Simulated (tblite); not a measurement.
C6H15Ga.
SMILES with atom numbers: `[CH3:1][CH:2]([CH3:3])[CH2:4][C@@H:5]([CH3:6])[GaH2:7]` (hydrogens: H8, H9, H10 on C1; H11 on C2; H12, H13, H14 on C3; H15, H16 on C4; H17 on C5; H18, H19, H20 on C6; H21, H22 on Ga7)

Computed with GFN2-xTB (tblite), gas phase: L-BFGS steps from a force-field or distance-geometry start until the largest atomic force falls under 0.01 eV/Å.

Step 179: E = -589.4866 eV
```
atom  x, y, z in Å  |  force x, y, z in eV/Å
C1     -1.5857    0.7258   -0.9890   -0.007  -0.018   0.015
C2     -1.1068   -0.3931   -0.0705    0.001  -0.017   0.025
C3     -2.2595   -0.9336    0.7698   -0.016  -0.006   0.016
C4      0.0571    0.0596    0.8146    0.011   0.003   0.016
C5      1.2387    0.6191    0.0053    0.007   0.001   0.040
C6      2.5124    0.6523    0.8600    0.014  -0.021  -0.003
Ga7     1.5538   -0.6022   -1.6239    0.010   0.016   0.034
H8     -2.4951    0.4253   -1.5055    0.009   0.011  -0.015
H9     -0.8217    0.9516   -1.7393   -0.013   0.024   0.007
H10    -1.7962    1.6261   -0.4134    0.007  -0.029  -0.030
H11    -0.7250   -1.2231   -0.7056   -0.019  -0.012  -0.028
H12    -3.0458   -1.3282    0.1309   -0.017   0.006  -0.004
H13    -1.9243   -1.7328    1.4271    0.029   0.010   0.001
H14    -2.6806   -0.1387    1.3814   -0.008   0.011   0.012
H15    -0.3018    0.8124    1.5252    0.020  -0.014  -0.007
H16     0.4036   -0.8035    1.3950   -0.008   0.016  -0.015
H17     0.9887    1.6465   -0.2924    0.041  -0.001  -0.012
H18     2.3362    1.1126    1.8332   -0.030   0.026  -0.012
H19     3.3037    1.2094    0.3538   -0.024   0.015  -0.015
H20     2.8806   -0.3631    1.0315   -0.012  -0.037   0.005
H21     2.5183   -1.8634   -1.4916    0.000   0.024  -0.018
H22     0.9390   -0.4397   -3.0827    0.007  -0.008  -0.009
```

Step 180: E = -589.4873 eV
```
atom  x, y, z in Å  |  force x, y, z in eV/Å
C1     -1.5887    0.7232   -0.9912   -0.010  -0.011   0.005
C2     -1.1073   -0.3915   -0.0703    0.002  -0.030   0.030
C3     -2.2586   -0.9319    0.7721   -0.032  -0.015   0.021
C4      0.0567    0.0635    0.8131    0.017   0.006   0.025
C5      1.2405    0.6185    0.0052    0.013  -0.004   0.021
C6      2.5118    0.6465    0.8628    0.035  -0.017  -0.017
Ga7     1.5550   -0.6002   -1.6274    0.007   0.037   0.066
H8     -2.4936    0.4163   -1.5119    0.004   0.011  -0.016
H9     -0.8238    0.9559   -1.7381   -0.003   0.014   0.004
H10    -1.8078    1.6217   -0.4176   -0.001  -0.008  -0.015
H11    -0.7249   -1.2217   -0.7048   -0.017  -0.019  -0.021
H12    -3.0432   -1.3342    0.1358   -0.013   0.007  -0.013
H13    -1.9222   -1.7260    1.4353    0.039   0.011  -0.004
H14    -2.6856   -0.1365    1.3789    0.002   0.020   0.010
H15    -0.2983    0.8187    1.5220   -0.008   0.003  -0.003
H16     0.4020   -0.7967    1.3977   -0.007  -0.003  -0.019
H17     0.9976    1.6474   -0.2933    0.024   0.001  -0.010
H18     2.3364    1.1047    1.8370   -0.037   0.034  -0.011
H19     3.3049    1.2022    0.3580   -0.018   0.016  -0.009
H20     2.8773   -0.3696    1.0329   -0.007  -0.052   0.005
H21     2.5260   -1.8534   -1.5020    0.014   0.004  -0.016
H22     0.9353   -0.4376   -3.0805   -0.004  -0.005  -0.033
```

**Question.** Estimate the geometry and energy of step 181. (The exact step hangs on the optimiser's Hessian estimate; all steps are aligned on step 180, rigid shifts and turns removed.)

**Answer.** E = -589.4880 eV, largest force 0.056 eV/Å
```
atom  x, y, z in Å  |  force x, y, z in eV/Å
C1     -1.5885    0.7181   -0.9951   -0.004  -0.010  -0.004
C2     -1.1073   -0.3910   -0.0675   -0.002  -0.036   0.020
C3     -2.2609   -0.9302    0.7734   -0.025  -0.010   0.021
C4      0.0544    0.0699    0.8164    0.012   0.008   0.022
C5      1.2415    0.6180    0.0091    0.016  -0.008   0.006
C6      2.5136    0.6376    0.8651    0.029  -0.014  -0.013
Ga7     1.5536   -0.5955   -1.6289    0.016   0.020   0.050
H8     -2.4886    0.4060   -1.5204   -0.004   0.004  -0.016
H9     -0.8212    0.9534   -1.7385    0.011   0.006  -0.002
H10    -1.8143    1.6175   -0.4273   -0.012   0.016   0.010
H11    -0.7216   -1.2227   -0.6990   -0.020  -0.014  -0.002
H12    -3.0425   -1.3370    0.1362   -0.010   0.004  -0.018
H13    -1.9252   -1.7202    1.4416    0.041   0.006  -0.004
H14    -2.6931   -0.1339    1.3753    0.010   0.026   0.007
H15    -0.3001    0.8310    1.5187   -0.026   0.008   0.000
H16     0.3968   -0.7854    1.4092   -0.004  -0.015  -0.020
H17     1.0067    1.6487   -0.2897    0.011   0.000  -0.004
H18     2.3416    1.0928    1.8417   -0.035   0.029  -0.019
H19     3.3064    1.1935    0.3604   -0.005   0.014  -0.006
H20     2.8758   -0.3806    1.0301   -0.003  -0.048   0.006
H21     2.5552   -1.8305   -1.5232   -0.004   0.023  -0.016
H22     0.9071   -0.4403   -3.0738    0.007  -0.010  -0.018
```

The energy changes by -0.0007 eV. The first-order estimate −F·Δx gives -0.0010 eV and the mean of the old and new forces, exact on a quadratic surface, -0.0007 eV. The step makes an angle of 85° with the force vector and moves no atom by more than 0.043 Å.

What follows is the cost of the whole relaxation. The run took 2.6 s of wall time on one thread, Arm Neoverse N1 (aarch64), on a shared host.
